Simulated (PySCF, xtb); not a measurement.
TaF₄, SMILES [F][Ta+]([F])([F])[F], charge +1, multiplicity 1.

GFN2-xTB in xtb at its own geometry gives an orbital gap of 6.29 eV.

Coordinates come from a B3LYP-D3(BJ)/def2-SVP optimisation. The multiplicity is an assumed one; other spin states were not compared. The isomer is the one that the SMILES or the coordinates give; other isomers of the formula were not compared. The def2 effective core potentials stand for the cores of Ta; spin–orbit coupling is left out.

**Question.** What does PySCF with r2SCAN/def2-TZVP give? (An estimate is asked for; the answer gives what the named calculation found.)

**Answer.** gap 8.00 eV (levels -18.01 and -10.01 eV).
